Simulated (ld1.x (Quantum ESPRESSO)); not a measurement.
## Pseudopotential generation for gold (Au): RRKJ, BLYP, scalar-relativistic.

| Item | Value |
| --- | --- |
| Element | gold |
| Generator | ld1.x (Quantum ESPRESSO) 7.5 |
| Type | norm-conserving RRKJ (Kleinman–Bylander form) |
| Functional | BLYP |
| Relativity | scalar-relativistic |
| Frozen core | [Kr] 4d10 4f14 |
| Valence charge | 19 |
| Reference configuration | 5s2 5p6 5d9 6s2 6p0 |
| Partial waves | 5s (bound): rc 1.55 bohr; 5p (bound): rc 1.25 bohr; 5d (bound): rc 0.60 bohr |
| Local potential | the d channel |
| Core correction | a·sin(br)/r model core inside 0.45 bohr |

Occupied shells without a wave of their own: 6s. They enter only through the test configuration that unscreens the potential, and ld1.x also counts them in the model core charge.

All-electron outer shells of the reference configuration (BLYP, scalar-relativistic, ld1.x):

```
shell  level (eV)  outermost node (bohr)  outermost maximum (bohr)
   4d     -328.72                   0.20                      0.41
   5s     -111.22                   0.48                      0.84
   4f      -84.00                      –                      0.37
   5p      -62.40                   0.52                      0.96
   5d       -8.79                   0.56                      1.20
   6s       -6.62                   1.11                      2.27
   6p       -1.13                   1.31                      3.42
```

**Question.** Does the generator finish with these settings?

**Answer.** No. ld1.x (Quantum ESPRESSO) 7.5 stopped with "the pseudo-atom did not reach self-consistency". Before that it printed "Warning: n=1, l=0 expected 0 nodes, found 1".
